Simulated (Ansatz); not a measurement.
Reaction (formal exchange of groups at the Si–Ga bond): `F[SiH2][GaH2]` + `FCCl` → `F[SiH2]C(F)Cl` + `[GaH3]`

Calculated with Ansatz (gas phase, PBE0-D4/def2-TZVP geometries, no zero-point term in ΔE). CCSD(T)/CBS is the MP2 limit (def2-TZVPP, def2-QZVPP) plus CCSD(T) − MP2 in def2-TZVPP, frozen cores. This one scheme is used for every species. Functionals use def2-TZVPP. B3LYP here is the variant with VWN-RPA as its local correlation; programs differ in this. For Ga outer-core shells are correlated without core-valence functions, which leaves a few kJ/mol of doubt a bond. Scalar relativity is left out up to krypton. Each species was taken in one conformer, which may not be the lowest.

| level | ΔE (kJ/mol) | difference from CCSD(T)/CBS |
| --- | --- | --- |
| LDA (SPW92) | 29.5 | 1.3 |
| revPBE-D4 | 31.8 | 3.6 |
| B97M-V | 25.2 | -3.0 |
| B3LYP-D4 | 28.4 | 0.2 |
| r2SCAN0-D4 | 29.1 | 0.9 |
| B2PLYP | 28.0 | -0.2 |
| PBE-QIDH | 30.4 | 2.2 |
| PBE | 37.8 | 9.6 |
| BLYP | 34.0 | 5.8 |
| PBE0 | 36.8 | 8.6 |
| RPA@PBE/def2-TZVPP | 25.1 | -3.1 |
| CCSD(T)/def2-SVP | 23.3 | -4.9 |
| HF/def2-TZVPP | 28.1 | -0.1 |
| SCS-MP2/def2-TZVPP | 23.3 | -4.9 |
| CCSD/def2-TZVPP | 28.3 | 0.1 |
| SCS-MP2/def2-QZVPP | 23.4 | -4.8 |
| CCSD(T)/CBS | 28.2 | 0 |

Largest T1 diagnostic among the species: 0.013.

The D4 term adds −4.1 kJ/mol with B3LYP and −2.2 kJ/mol with PBE0; it sums over pairs of atoms, weighted by their polarisabilities, and B3LYP, whose exchange is more repulsive, gets the larger term. From BLYP to BHLYP (50 % exact exchange), in def2-TZVPP and without D4, ΔE moves by −4.2 kJ/mol.
